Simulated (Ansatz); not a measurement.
Consider the redistribution: `[SiH3][SnH]([Cl])[Cl]` + `C[NH][In]([F])[F]` → `C[NH][SnH]([Cl])[Cl]` + `[F][In]([F])[SiH3]`.

Computed with Ansatz on PBE0-D4/def2-TZVP structures; ΔE is electronic, products minus reactants. CCSD(T)/CBS is the MP2 limit (def2-TZVPP, def2-QZVPP) plus CCSD(T) − MP2 in def2-TZVPP, frozen cores. DFT in def2-TZVPP. HSE06 is defined as in plane-wave codes. def2 core potentials past Kr. For In, Sn outer-core shells are correlated without core-valence functions, which leaves a few kJ/mol of doubt a bond. Each species was taken in one conformer, which may not be the lowest.

```csv
level,ΔE (eV)
HSE06-D4,-0.26
HF/def2-SVP,-0.23
CCSD/def2-TZVPP,-0.25
HF/def2-QZVPP,-0.23
```

Question: What does CCSD(T)/CBS give? (An estimate is asked.)

Answer: Ansatz gave: -0.24 eV. The listed levels differ from it by -0.02, 0.01, -0.01, 0.01 eV.

Largest T1 diagnostic among the species: 0.016.

Leaving LDA and LC-ωPBE aside and taking each functional with its dispersion term where it has one, the values, not all of them listed here, spread over 0.06 eV, from B97M-V to PBE-QIDH. LDA lies −0.04 eV from PBE without D4.
